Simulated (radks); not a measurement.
Q: Coulomb parameter of the 4f shell of neutral praseodymium in the model configuration [Xe] 4f2 6s2 6p1, as a second difference U = [E(n + 0.25) + E(n - 0.25) - 2 E(n)] / (0.25)^2 with all orbitals relaxed. "Bare": the charge of the atom changes with n. "Screened": the 6p shell takes up the change at fixed total charge, which measures U(4f,4f) + U(6p,6p) - 2 U(4f,6p). Method: scalar-relativistic Kohn-Sham, PBEsol, spin-unpolarised, spherical densities, finite nucleus; Fermi nuclear charge, rms radius 4.8919 fm; computed with a radial shooting solver on a logarithmic mesh with Libxc functionals. Estimate both.

A: U(bare) = 13.686 eV, U(screened by 6p) = 8.232 eV, against the Slater integral F0(4f,4f) = 24.627 eV with frozen orbitals. The step up makes a negative ion, whose loosely bound charge lowers the bare value.
